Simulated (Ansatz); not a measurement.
Bond stretch in C₆H₁₃BO₂, SMILES C1(OBOC1(C)C)(C)C. The C1–C19 bond (C1 also carries C, C, O; C19 carries H, H, H) is stretched with both fragments frozen at the PBE0/def2-SVP optimised geometry.

UKS-PBE0 = unrestricted PBE0/def2-SVP run with Ansatz (a quantum-chemistry and plane-wave program); RKS-PBE0 = restricted PBE0/def2-SVP run with Ansatz; UKS-B3LYP = unrestricted B3LYP/def2-SVP (Ansatz); RKS-B3LYP = Ansatz with restricted B3LYP/def2-SVP; UKS-PBE = unrestricted PBE/def2-SVP (Ansatz); RKS-PBE = restricted PBE/def2-SVP (Ansatz).

Scanned distances (Å): 1.25, 1.34, 1.45, 1.48, 1.53, 1.57, 1.65, 1.73, 1.86, 2.01, 2.23, 2.51, 2.81, 3.18, 3.76, 4.47.

Problem. Where does the unrestricted solution first break spin symmetry (<S²> of 0.01 or more)?

Solution. UKS-PBE0: between 2.23 and 2.51 Å; UKS-B3LYP: between 2.51 and 2.81 Å; UKS-PBE: between 2.51 and 2.81 Å.

| R / Å | <S²> UKS-PBE0 | E(RKS-PBE0) − E(UKS-PBE0) / kJ/mol | <S²> UKS-B3LYP | E(RKS-B3LYP) − E(UKS-B3LYP) / kJ/mol | <S²> UKS-PBE | E(RKS-PBE) − E(UKS-PBE) / kJ/mol |
|---|---|---|---|---|---|---|
| 1.25 | 0.00 | 0.0 | 0.00 | 0.0 | 0.00 | 0.0 |
| 1.34 | 0.00 | 0.0 | 0.00 | 0.0 | 0.00 | 0.0 |
| 1.45 | 0.00 | 0.0 | 0.00 | 0.0 | 0.00 | 0.0 |
| 1.48 | 0.00 | 0.0 | 0.00 | 0.0 | 0.00 | 0.0 |
| 1.53 | 0.00 | 0.0 | 0.00 | 0.0 | 0.00 | 0.0 |
| 1.57 | 0.00 | 0.0 | 0.00 | 0.0 | 0.00 | 0.0 |
| 1.65 | 0.00 | 0.0 | 0.00 | 0.0 | 0.00 | 0.0 |
| 1.73 | 0.00 | 0.0 | 0.00 | 0.0 | 0.00 | 0.0 |
| 1.86 | 0.00 | 0.0 | 0.00 | 0.0 | 0.00 | 0.0 |
| 2.01 | 0.00 | 0.0 | 0.00 | 0.0 | 0.00 | 0.0 |
| 2.23 | 0.00 | 0.0 | 0.00 | 0.0 | 0.00 | 0.0 |
| 2.51 | 0.05 | 0.1 | 0.00 | 0.0 | 0.00 | 0.0 |
| 2.81 | 0.60 | 23.3 | 0.50 | 14.2 | 0.06 | 0.1 |
| 3.18 | 0.86 | 69.7 | 0.81 | 52.2 | 0.65 | 17.3 |
| 3.76 | 0.97 | 131.6 | 0.96 | 106.5 | 0.92 | 54.6 |
| 4.47 | 1.00 | 179.3 | 1.00 | 149.8 | 0.99 | 85.2 |
